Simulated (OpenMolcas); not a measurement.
Computed levels of 4s2 4p2 in ions with 32 electrons, in cm-1 above 3P0.

| Property | Result |
| --- | --- |
| Program | OpenMolcas 26.06 |
| Method | MS-RASPT2, IPEA 0.25 Eh, imaginary shift 0.1 Eh |
| Basis | ANO-RCC-VQZP |
| Scalar Hamiltonian | DKH2, point nucleus |
| Spin-orbit coupling | state interaction with AMFI integrals over the reference wave functions, term energies averaged over their components |

Active space for each ion: 4 electrons in 9 orbitals (RAS2 4s 4p; RAS3 4d, at most 2 electrons); closed shells correlated by CASPT2: 3d.

```
Level   Se2+   Kr4+
  3P1   1511   3240
  3P2   3510   6800
  1D2  12930  19130
  1S0  28040  38910
```

**Question.** Estimate 3P2, 1D2, 1S0 for Br3+ from its neighbours Se2+ and Kr4+.

**Answer.** 3P2 is fine structure, which grows about as the fourth power of a screened charge, so the fourth roots are averaged: ((3510^0.25 + 6800^0.25) / 2)^4 = 4953. The calculation gives 4990, so the estimate is off by -0.7 %.
1D2 is another term, which grows about linearly with the charge: (12930 + 19130) / 2 = 16030. The calculation gives 15880, so the estimate is off by +0.9 %.
1S0 is another term, which grows about linearly with the charge: (28040 + 38910) / 2 = 33475. The calculation gives 33490, so the estimate is off by 0 %.

Term energies are means over components that CASPT2 splits; among the terms shown or strongly mixed into the levels shown the widest spread is 21 cm-1 (4s2 4p2 1D, Br3+). The run also gave levels led by 4s 4p2 4d, 4s2 4p 4d, which use shells meant for correlation; these and all levels above them are left out (holds for Se2+). Active for correlation alone: 4d; no level in the range computed is led by a configuration that fills it, so any true level of that kind is missing (holds for Br3+; Kr4+). Only configurations of the active space appear.
